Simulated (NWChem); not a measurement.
System: C₂H₄FNSi; SMILES C#C[Si@@H](N)F

Here is an NWChem input.

```
start job
memory heap 200 mb stack 900 mb global 1100 mb
geometry units angstroms noautoz
  C      0.015059     2.564036    -0.126880
  C      0.038337     1.360466     0.048817
  Si     0.084012    -0.445555     0.339281
  N     -1.425041    -1.095496    -0.106737
  F      1.335075    -1.013313    -0.535969
  H     -0.005405     3.628585    -0.282212
  H      0.383963    -0.795902     1.747031
  H     -1.916061    -0.772427    -0.931935
  H     -1.703316    -2.031498     0.162400
end
basis spherical
  * library def2-svp
end
dft
  xc xpbe96 cpbe96
  iterations 150
  mulliken
end
task dft energy
```

Parts of the log:

```
             Northwest Computational Chemistry Package (NWChem) 7.3.0
             --------------------------------------------------------

 C1  symmetry detected

                             Geometry "geometry" -> ""
                             -------------------------

 Output coordinates in angstroms (scale by  1.889725989 to convert to a.u.)

  No.       Tag          Charge          X              Y              Z
 ---- ---------------- ---------- -------------- -------------- --------------
    1 C                    6.0000     0.01197609     2.54978169    -0.15708034
    2 C                    6.0000     0.01577086     1.34957172     0.04159947
    3 Si                  14.0000     0.02822340    -0.45087130     0.36781606
    4 N                    7.0000    -1.39724898    -1.11975905    -0.27965132
    5 F                    9.0000     1.39546602    -1.02381211    -0.30742966
    6 H                    1.0000     0.00873335     3.61136093    -0.33272314
    7 H                    1.0000     0.12347968    -0.77503404     1.81014697
    8 H                    1.0000    -1.76557157    -0.81446247    -1.17271258
    9 H                    1.0000    -1.70670205    -2.05316436    -0.03682468

 Effective nuclear repulsion energy (a.u.)     207.9164119682

  pbe96 is a nonlocal functional; adding pw91lda local functional.

                                 NWChem DFT Module
                                 -----------------

 Summary of "ao basis" -> "ao basis" (spherical)
 ------------------------------------------------------------------------------
       Tag                 Description            Shells   Functions and Types
 ---------------- ------------------------------  ------  ---------------------
 C                          def2-svp                 6       14   3s2p1d
 Si                         def2-svp                 8       18   4s3p1d
 N                          def2-svp                 6       14   3s2p1d
 F                          def2-svp                 6       14   3s2p1d
 H                          def2-svp                 3        5   2s1p

            General Information
            -------------------
          SCF calculation type: DFT
          Wavefunction type:  closed shell.
          No. of atoms     :     9
          No. of electrons :    46
           Alpha electrons :    23
            Beta electrons :    23
          Charge           :     0
          Spin multiplicity:     1
          Use of symmetry is: off; symmetry adaption is: off
          Maximum number of iterations: 150
          AO basis - number of functions:    94
                     number of shells:    44
          Convergence on energy requested:  1.00D-06
          Convergence on density requested:  1.00D-05
          Convergence on gradient requested:  5.00D-04

              XC Information
              --------------
          PerdewBurkeErnzerhof Exchange Functional  1.000
            Perdew 1991 LDA Correlation Functional  1.000 local
           PerdewBurkeErnz. Correlation Functional  1.000 non-local

             Grid Information
             ----------------
          Grid used for XC integration:  medium
          Radial quadrature: Mura-Knowles
          Angular quadrature: Lebedev.
          Tag              B.-S. Rad. Rad. Pts. Rad. Cut. Ang. Pts.
          ---              ---------- --------- --------- ---------
          C                   0.70       49          12.0       434
          Si                  1.10       88          11.0       590
          N                   0.65       49          12.0       434
          F                   0.50       49          12.0       434
          H                   0.35       45          13.0       434
          Grid pruning is: on
          Number of quadrature shells:   464
          Spatial weights used:  Erf1

      Superposition of Atomic Density Guess
      -------------------------------------

 Sum of atomic energies:        -519.52197439

      Non-variational initial energy
      ------------------------------

 Total energy =    -521.478007
 1-e energy   =   -1128.878744
 2-e energy   =     399.484325
 HOMO         =      -0.357822
 LUMO         =       0.009036

     ---------------------------------------------
      Total Density - Mulliken Population Analysis
     ---------------------------------------------

    Atom       Charge   Shell Charges
 -----------   ------   -------------------------------------------------------
    1 C    6     6.16   1.99  0.98  0.57  1.85  0.73  0.03
    2 C    6     6.25   1.99  1.01  0.31  1.97  0.93  0.03
    3 Si  14    12.80   2.00  1.99  0.88  0.16  5.93  0.93  0.60  0.30
    4 N    7     7.74   1.99  1.02  0.44  2.59  1.69  0.01
    5 F    9     9.58   1.99  1.15  0.78  3.52  2.14  0.00
    6 H    1     0.88   0.63  0.22  0.03
    7 H    1     1.10   0.70  0.39  0.01
    8 H    1     0.75   0.58  0.12  0.04
    9 H    1     0.75   0.58  0.12  0.04

   convergence    iter        energy       DeltaE   RMS-Dens  Diis-err
 ---------------- ----- ----------------- --------- --------- ---------
 d= 0,ls=0.0,diis     1   -521.9594933059 -7.30D+02  1.84D-02  7.93D-01
 d= 0,ls=0.0,diis     2   -521.8518664074  1.08D-01  1.15D-02  2.08D+00
 d= 0,ls=0.0,diis     3   -522.0377523716 -1.86D-01  3.32D-03  1.01D-01
 d= 0,ls=0.0,diis     4   -522.0363610499  1.39D-03  2.02D-03  8.84D-02
 d= 0,ls=0.0,diis     5   -522.0472494637 -1.09D-02  6.48D-04  7.85D-03
  Resetting Diis
 d= 0,ls=0.0,diis     6   -522.0481423475 -8.93D-04  2.04D-04  7.41D-04
 d= 0,ls=0.0,diis     7   -522.0482224059 -8.01D-05  1.38D-04  5.24D-05
 d= 0,ls=0.0,diis     8   -522.0482063586  1.60D-05  9.33D-05  1.87D-04
 d= 0,ls=0.0,diis     9   -522.0482275318 -2.12D-05  2.19D-05  1.03D-05
 d= 0,ls=0.0,diis    10   -522.0482287383 -1.21D-06  6.62D-06  9.57D-07
 d= 0,ls=0.0,diis    11   -522.0482288662 -1.28D-07  1.11D-06  1.31D-08

         Total DFT energy =     -522.048228866198
      One electron energy =    -1133.042900146441
           Coulomb energy =      453.268662022179
    Exchange-Corr. energy =      -50.190402710100
 Nuclear repulsion energy =      207.916411968164

 Numeric. integr. density =       45.999996261667

                       DFT Final Molecular Orbital Analysis
                       ------------------------------------

 Vector   21  Occ=2.000000D+00  E=-2.628029D-01
              MO Center= -5.6D-02,  1.6D+00, -6.3D-02, r^2= 2.4D+00
   Bfn.  Coefficient  Atom+Function         Bfn.  Coefficient  Atom+Function
  ----- ------------  ---------------      ----- ------------  ---------------
    18      0.390942  2 C  px                 4      0.386305  1 C  px
     7      0.222272  1 C  px                21      0.210852  2 C  px
    50     -0.126084  4 N  px                65      0.099133  5 F  py
    53      0.094216  4 N  px                 6     -0.092782  1 C  pz
    20     -0.091945  2 C  pz                52      0.081512  4 N  pz

 Vector   22  Occ=2.000000D+00  E=-2.597988D-01
              MO Center=  7.1D-03,  1.7D+00,  3.2D-02, r^2= 2.0D+00
   Bfn.  Coefficient  Atom+Function         Bfn.  Coefficient  Atom+Function
  ----- ------------  ---------------      ----- ------------  ---------------
     6      0.400296  1 C  pz                20      0.394488  2 C  pz
     9      0.231161  1 C  pz                23      0.219348  2 C  pz
    80     -0.121521  7 H  s                 81     -0.107036  7 H  s
     4      0.098426  1 C  px                18      0.095828  2 C  px
    49      0.075332  4 N  s                  5      0.070984  1 C  py

 Vector   23  Occ=2.000000D+00  E=-2.319608D-01
              MO Center= -1.1D+00, -7.5D-01, -2.0D-01, r^2= 2.4D+00
   Bfn.  Coefficient  Atom+Function         Bfn.  Coefficient  Atom+Function
  ----- ------------  ---------------      ----- ------------  ---------------
    50      0.345760  4 N  px                52     -0.304959  4 N  pz
    53     -0.294472  4 N  px                51     -0.266065  4 N  py
    55      0.240074  4 N  pz                54      0.210870  4 N  py
     4      0.152448  1 C  px                64      0.144838  5 F  px
    18      0.116820  2 C  px                67     -0.100354  5 F  px

 Vector   24  Occ=0.000000D+00  E=-3.555154D-02
              MO Center= -6.1D-02,  1.3D+00, -2.5D-03, r^2= 3.8D+00
   Bfn.  Coefficient  Atom+Function         Bfn.  Coefficient  Atom+Function
  ----- ------------  ---------------      ----- ------------  ---------------
     9      0.537408  1 C  pz                23     -0.453362  2 C  pz
     6      0.404404  1 C  pz                49     -0.330737  4 N  s
    20     -0.304003  2 C  pz                41     -0.291876  3 Si pz
    81      0.273931  7 H  s                 40     -0.231733  3 Si py
    91      0.192057  9 H  s                 17      0.171564  2 C  s

 Vector   25  Occ=0.000000D+00  E=-2.968414D-02
              MO Center= -3.7D-02,  1.4D+00,  4.8D-02, r^2= 3.5D+00
   Bfn.  Coefficient  Atom+Function         Bfn.  Coefficient  Atom+Function
  ----- ------------  ---------------      ----- ------------  ---------------
     7      0.545064  1 C  px                21     -0.457077  2 C  px
     4      0.412202  1 C  px                39     -0.358971  3 Si px
    49     -0.343788  4 N  s                 18     -0.329562  2 C  px
    91      0.157844  9 H  s                 36     -0.155794  3 Si px
    63      0.144872  5 F  s                 42     -0.121168  3 Si d -2

 Vector   26  Occ=0.000000D+00  E= 3.330140D-02
              MO Center= -1.2D+00, -1.1D+00, -3.7D-01, r^2= 5.1D+00
   Bfn.  Coefficient  Atom+Function         Bfn.  Coefficient  Atom+Function
  ----- ------------  ---------------      ----- ------------  ---------------
    49      1.265663  4 N  s                 86     -0.890242  8 H  s
    91     -0.686880  9 H  s                 32     -0.546837  3 Si s
    81      0.528006  7 H  s                 40      0.424089  3 Si py
    48      0.228309  4 N  s                 55     -0.181229  4 N  pz
     9      0.175880  1 C  pz                23     -0.172948  2 C  pz

     ---------------------------------------------
      Total Density - Mulliken Population Analysis
     ---------------------------------------------

    Atom       Charge   Shell Charges
 -----------   ------   -------------------------------------------------------
    1 C    6     6.22   1.99  0.92  0.62  2.00  0.68  0.02
    2 C    6     5.97   1.99  0.94  0.29  2.02  0.71  0.02
    3 Si  14    13.38   2.00  1.98  1.02  0.07  5.92  1.25  0.71  0.44
    4 N    7     7.32   1.99  0.98  0.41  2.48  1.46  0.01
    5 F    9     9.29   1.99  1.13  0.79  3.34  2.04  0.00
    6 H    1     0.98   0.74  0.22  0.03
    7 H    1     1.10   0.74  0.35  0.01
    8 H    1     0.87   0.71  0.11  0.05
    9 H    1     0.87   0.71  0.11  0.05

     -------------------------------------------
      Total Density - Lowdin Population Analysis
     -------------------------------------------

    Atom       Charge   Shell Charges
 -----------   ------   -------------------------------------------------------
    1 C    6     6.03   1.97  0.64  0.36  1.80  1.21  0.05
    2 C    6     6.20   1.97  0.67  0.37  1.85  1.29  0.04
    3 Si  14    13.50   2.00  1.92  0.60  0.29  5.81  1.25  0.94  0.68
    4 N    7     7.19   1.97  0.70  0.43  2.27  1.80  0.02
    5 F    9     9.19   1.98  1.02  0.77  3.21  2.21  0.01
    6 H    1     0.96   0.60  0.28  0.08
    7 H    1     1.10   0.65  0.43  0.02
    8 H    1     0.92   0.59  0.21  0.13
    9 H    1     0.93   0.59  0.21  0.13

     Multipole analysis of the density
     ---------------------------------

     L   x y z        total         alpha         beta         nuclear
     -   - - -        -----         -----         ----         -------
     0   0 0 0     -0.000000    -23.000000    -23.000000     46.000000

     1   1 0 0     -0.780542     -0.390271     -0.390271      0.000000
     1   0 1 0      0.015744      0.007872      0.007872     -0.000000
     1   0 0 1     -0.202276     -0.101138     -0.101138     -0.000000

     2   2 0 0    -27.499809    -80.262700    -80.262700    133.025590
     2   1 1 0      2.940366     -4.073109     -4.073109     11.086585
     2   1 0 1      1.918356     -1.480001     -1.480001      4.878358
     2   0 2 0    -20.317565   -169.989897   -169.989897    319.662229
     2   0 1 1     -0.828249      1.258968      1.258968     -3.346185
     2   0 0 2    -26.288582    -27.811488    -27.811488     29.334394
```

Level: PBE/def2-SVP. All runs use the structure optimised with PBE0/def2-SVP.
